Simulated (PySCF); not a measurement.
H₄BN, SMILES BN, B3LYP/def2-SVP optimised geometry.

```
6

B      0.24     0.54     0.00
N     -0.44    -0.67     0.00
H      1.45     0.54     0.00
H     -0.39     1.57     0.00
H     -1.45    -0.74     0.00
H      0.03    -1.57     0.00
```

Density from B3LYP/def2-TZVP (PySCF) at that geometry.

Minimum of the electron density along straight lines between bonded atoms, close to the bond critical point (lines longer than 1.1 times the sum of covalent radii, or with two minima, are not listed):

| bond | length / Å | ρ at the minimum / e bohr⁻³ | ∇²ρ there / e bohr⁻⁵ | position (fraction from the first atom) |
|---|---|---|---|---|
| B1–N2 | 1.390 | 0.214 | 0.66 | 0.33 |
| B1–H3 | 1.208 | 0.180 | -0.37 | 0.44 |
| B1–H4 | 1.208 | 0.180 | -0.37 | 0.44 |
| N2–H5 | 1.014 | 0.337 | -1.67 | 0.74 |
| N2–H6 | 1.014 | 0.337 | -1.67 | 0.74 |
